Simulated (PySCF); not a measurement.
## Working with the constants of TlGe

UHF-CCSD(T) constants of TlGe, ⁴Σ⁻ (quartet), unpaired electrons σ ↑, π ↑↑ (PySCF, scalar-relativistic core potentials, basis sets Tl def2-SVP with ECP60, Ge def2-SVP; masses 204.9744 and 73.9212 u):

* ωe: 156.8 cm⁻¹
* ωexe: 0.337 cm⁻¹
* Be: 0.040906 cm⁻¹
* αe: 0.000137 cm⁻¹
* De to Tl + Ge: 1.87 eV

Problem. What force constant and bond length do these constants imply?

Solution. Reduced mass μred = 54.328 u; k = 5.8918×10⁻⁷·μred·ωe² (u, cm⁻¹, mdyn/Å) = 0.787 mdyn/Å; Re = √(16.8576/(μred·Be)) (u, cm⁻¹, Å) = 2.754 Å.

Problem. Estimate the centrifugal constant D from the Kratzer relation and find the Dunham coefficient a1.

Solution. D = 4Be³/ωe² = 1.11e-08 cm⁻¹; a1 = −1 − αeωe/(6Be²) = -3.14.

Correlated steps freeze 13 core orbitals. Correlated levels converge slowly with the basis: in double zeta they bind strong bonds too weakly, by up to about 1 eV, and carry superposition errors of some tenths. Spin–orbit coupling is left out, which matters for elements this heavy, above all for dissociation energies. The state was picked by a PBE0 search and need not be the measured ground state.
